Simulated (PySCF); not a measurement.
# Computed records: Cl$_{2}$GeHN, CH$_{4}$GeSi, AlGeH$_{2}$NO, CH$_{7}$GeSi

Calculation on a computer-drawn molecule: the log of a Hartree-Fock and frozen-core CCSD(T) single point meant for a local Hartree-Fock minimum, with one planted fault or none, to be diagnosed. Offsets are logged minus clean, where the clean run is the same molecule without the fault. The reference is restricted for singlets and unrestricted otherwise, and also for a bond in bohr or an excited solution. Adding or removing an electron swaps singlet and doublet. The excited solution moves the top pair (singlet) or top alpha electron (doublet) to the lowest empty orbital. Highest occupied and lowest empty are orbital energies over both spins, largest force is the largest gradient component, triples share is (T) over the correlation energy, the T1 limit is 0.02 restricted and 0.045 unrestricted, electrons count all cores, a negative frequency is imaginary (commonest isotopes), and the dipole is about the centre of nuclear charge; on germanium a core potential holds 10 electrons, which the energies leave out, and 3d is frozen in MP2 and coupled-cluster steps. Program: PySCF 2.14.0.

Common to all runs: meant multiplicity 1; meant basis cc-pV(D+d)Z; meant basis and core potential on germanium cc-pVDZ-PP ECP10MDF; logged SCF converged yes; possible faults no fault, one electron removed, one electron added, multiplicity raised by two, geometry at a saddle point, SCF held on an excited solution, minimal basis STO-3G, one bond length entered in bohr, all coordinates scaled.

```yaml
- entry: 1
  formula: Cl2GeHN
  logged_structure:
    atoms_angstrom:
      - ["N", 0.5013, -0.1592, 0.3451]
      - [Ge, 0.9579, -1.1791, 1.5883]
      - [Cl, 2.8681, -1.8898, 2.2045]
      - [Cl, -0.4617, -2.0236, 2.9004]
      - [H, 1.3031, 0.1555, -0.1867]
  given:
    meant_charge: 0
    logged_electrons: 74
    logged_basis_functions: 88
    logged_spin_squared: 0.0
    "logged_highest_occupied [eV]": -5.5165
    "logged_lowest_empty [eV]": -4.5134
    "logged_largest_force [hartree/bohr]": 0.22993
    logged_CC_converged: "no"
    "logged_dipole_magnitude [debye]": 7.0607
    logged_SCF_stable_within_its_kind: "no"
    "logged_energy_HF [hartree]": -1267.03304
    drawn_bonds_atom: [1, 2, 2, 1]
    drawn_bonds_other_atom: [2, 3, 4, 5]
    drawn_bonds_order: [2, 1, 1, 1]
  results:
    planted_fault: "SCF held on an excited solution"
    "HF_energy_offset_from_clean_run [kcal/mol]": 256.4
  notes: ["CCSD not converged"]
- entry: 2
  formula: CH4GeSi
  logged_structure:
    atoms_angstrom:
      - [Si, -1.3387, -1.4937, 1.8953]
      - [C, -0.259, -1.0607, 0.4663]
      - [Ge, -0.789, -1.2005, -1.232]
      - [H, -2.5558, -1.9084, 1.0736]
      - [H, 0.7536, -0.6999, 0.6294]
      - [H, -2.171, -1.6878, -1.6278]
      - [H, 0.0723, -0.8523, -2.4463]
  given:
    meant_charge: 0
    logged_electrons: 56
    logged_basis_functions: 80
    logged_spin_squared: 0.0
    "logged_highest_occupied [eV]": -5.2475
    "logged_lowest_empty [eV]": -2.4958
    "logged_largest_force [hartree/bohr]": 0.072215
    "logged_dipole_magnitude [debye]": 1.5322
    logged_SCF_stable_within_its_kind: "no"
    "logged_energy_HF [hartree]": -622.17099
    drawn_bonds_atom: [1, 2, 1, 2, 3, 3]
    drawn_bonds_other_atom: [2, 3, 4, 5, 6, 7]
    drawn_bonds_order: [1, 2, 1, 1, 1, 1]
  results:
    planted_fault: "SCF held on an excited solution"
    "HF_energy_offset_from_clean_run [kcal/mol]": 144.4
  notes: ["coupled-cluster numbers left out as unreliable"]
- entry: 3
  formula: AlGeH2NO
  logged_structure:
    atoms_angstrom:
      - ["N", 1.3119, -1.3202, -0.5431]
      - [Ge, 1.5118, -1.4207, -2.3375]
      - [Al, -1.0385, -1.0207, -2.8897]
      - [O, -2.5596, -0.7816, -3.2323]
      - [H, 2.1173, -1.4307, 0.0475]
      - [H, 0.4858, -1.1634, 0.0017]
  given:
    meant_charge: 0
    logged_electrons: 62
    logged_basis_functions: 84
    logged_spin_squared: 0.0
    "logged_highest_occupied [eV]": -9.0222
    "logged_lowest_empty [eV]": -0.075299
    "logged_largest_force [hartree/bohr]": 3.2105e-05
    "logged_lowest_frequency [cm^-1]": 91.859
    logged_T1_diagnostic: 0.032186
    logged_D1_diagnostic: 0.090042
    logged_triples_share: 0.039533
    logged_CC_converged: "yes"
    "logged_dipole_magnitude [debye]": 7.7936
    logged_SCF_stable_within_its_kind: "yes"
    "logged_energy_HF [hartree]": -665.76592
    "logged_energy_CCSD(T) [hartree]": -666.31327
    drawn_bonds_atom: [1, 2, 3, 1, 1]
    drawn_bonds_other_atom: [2, 3, 4, 5, 6]
    drawn_bonds_order: [1, 1, 2, 1, 1]
  results:
    planted_fault: "no fault"
    "HF_energy_offset_from_clean_run [kcal/mol]": 0.0
    "CCSD(T)_energy_offset_from_clean_run [kcal/mol]": 0.0
  notes: ["T1 above single-reference limit"]
- entry: 4
  formula: CH7GeSi
  logged_structure:
    atoms_angstrom:
      - [C, -0.8291, 2.645, -0.3794]
      - [Si, 0.8529, 1.929, -0.0333]
      - [Ge, 1.4652, 2.3672, 2.3225]
      - [H, -0.8449, 3.7269, -0.2355]
      - [H, -1.5985, 2.1878, 0.2453]
      - [H, -1.0789, 2.4409, -1.4246]
      - [H, 1.9883, 2.5717, -0.7157]
      - [H, 0.9515, 0.4599, -0.0498]
      - [H, 2.7905, 1.9291, 2.9341]
      - [H, 0.614, 3.088, 3.3613]
  given:
    meant_charge: 1
    logged_electrons: 58
    logged_basis_functions: 95
    logged_spin_squared: 2.0082
    "logged_highest_occupied [eV]": -13.544
    "logged_lowest_empty [eV]": -8.0402
    "logged_largest_force [hartree/bohr]": 0.063562
    logged_T1_diagnostic: 0.015248
    logged_D1_diagnostic: 0.06982
    logged_triples_share: 0.026662
    logged_CC_converged: "yes"
    "logged_dipole_magnitude [debye]": 2.1738
    logged_SCF_stable_within_its_kind: "yes"
    "logged_energy_HF [hartree]": -623.88883
    "logged_energy_CCSD(T) [hartree]": -624.26914
    drawn_bonds_atom: [1, 2, 1, 1, 1, 2, 2, 3, 3]
    drawn_bonds_other_atom: [2, 3, 4, 5, 6, 7, 8, 9, 10]
    drawn_bonds_order: [1, 1, 1, 1, 1, 1, 1, 1, 1]
  results:
    planted_fault: "multiplicity raised by two"
    "HF_energy_offset_from_clean_run [kcal/mol]": 64.25
    "CCSD(T)_energy_offset_from_clean_run [kcal/mol]": 68.31
```
